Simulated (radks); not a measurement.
Results of a calculation; reference values are marked as such.
Effect of the nuclear size on the chromium ion Cr+, [Ar] 3d5. Level of theory: Dirac Kohn-Sham, PBE, spin-unpolarised, spherical densities, finite nucleus; open shells are shared between the two j in proportion to 2j + 1; Fermi nuclear charge, rms radius 3.6452 fm (a radial shooting solver on a logarithmic mesh with Libxc functionals). The rms radius is varied about that value; shifts are against it.

rms radius (fm)	total energy shift (eV)	density at nucleus (e/bohr^3)	1s1/2 shift (meV)	2s1/2 shift (meV)	3s1/2 shift (meV)
3.0474	-0.0222	1.151e+04	-9.43	-0.828	-0.118
3.4083	-0.00927	1.146e+04	-3.93	-0.345	-0.049
3.6452	0	1.143e+04	0.000	0.000	0.000
3.7691	0.00509	1.142e+04	2.16	0.190	0.027
4.3196	0.0297	1.136e+04	12.6	1.11	0.158

Slopes of the eigenvalues against <r^2> in GHz/fm^2, as finite differences over the two radii next to the reference (eigenvalue slopes, not the field-shift constants of lines): 1s1/2 568, 2s1/2 49.9, 3s1/2 7.14.
